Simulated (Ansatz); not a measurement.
`C=CO[Si](F)(F)F` + `CS[Si](F)(F)F` → `F[Si](F)(F)S[Si](F)(F)F` + `C=COC`  (formal exchange of groups at the Si–O bond)

Computed with Ansatz on PBE0-D4/def2-TZVP structures; ΔE is electronic, products minus reactants. CBS: MP2 limit from def2 TZ/QZ plus the TZ coupled-cluster correction, frozen cores. DFT in def2-TZVPP. One conformer a species, not always the lowest.

`C=CO[Si](F)(F)F`:

Z-matrix (Å, degrees):
```
Si
F 1 1.564
F 1 1.569 2 108.9
O 1 1.609 2 107.2 3 121.5
F 1 1.569 2 108.9 3 -117.0
C 4 1.364 1 130.1 2 179.9
C 6 1.322 4 126.1 1 0.2
H 6 1.084 4 111.0 1 -179.8
H 7 1.081 6 119.1 4 -180.0
H 7 1.084 6 123.1 4 0.0
```

`CS[Si](F)(F)F`:

Cartesian coordinates in Å:
```
C -1.277 0.668 0.483
S 0.121 1.214 -0.553
Si 1.229 -0.545 -0.504
F 1.643 -0.966 0.959
F 2.538 -0.349 -1.352
F 0.440 -1.781 -1.085
H -1.955 1.519 0.538
H -0.942 0.414 1.487
H -1.796 -0.173 0.027
```

`F[Si](F)(F)S[Si](F)(F)F`:

Cartesian coordinates in Å:
```
F 0.456 2.401 -0.045
Si -0.736 1.396 -0.217
F -0.658 0.802 -1.669
F -2.074 2.198 -0.055
S -0.730 -0.114 1.246
Si 0.661 -1.408 0.345
F 0.005 -2.330 -0.740
F 1.244 -2.326 1.475
F 1.833 -0.618 -0.340
```

`C=COC`:

```xyz
10

C    -0.016   -0.224    1.428
C     0.710    0.545    0.623
O     0.622    0.662   -0.713
C    -0.360   -0.124   -1.346
H    -0.803   -0.879    1.081
H     0.186   -0.200    2.490
H     1.494    1.191    1.003
H    -0.293    0.092   -2.410
H    -0.179   -1.191   -1.175
H    -1.362    0.129   -0.981
```

```json
{"level": "PBE-D4", "ΔE (kJ/mol)": "59.9"}
{"level": "ωB97X-V", "ΔE (kJ/mol)": "72.5"}
{"level": "CCSD/def2-TZVPP", "ΔE (kJ/mol)": "83.0"}
{"level": "CCSD(T)/def2-TZVPP", "ΔE (kJ/mol)": "79.1"}
```

Q: What does CCSD(T)/CBS give? (Best estimate.)

A: The calculation gave: +80.4 kJ/mol. The listed levels differ from it by -20.5, -7.9, 2.6, -1.3 kJ/mol.

Largest T1 diagnostic among the species: 0.012.

The D4 term adds −4.3 kJ/mol with B3LYP and −2.3 kJ/mol with PBE0; it sums over pairs of atoms, weighted by their polarisabilities, and B3LYP, whose exchange is more repulsive, gets the larger term. In def2-TZVPP, CCSD(T) changes the Hartree–Fock value by −14.7 kJ/mol (the triples alone add −3.8 kJ/mol) and MP2 by −15.5 kJ/mol.

B3LYP here is the variant with VWN-RPA as its local correlation; programs differ in this.
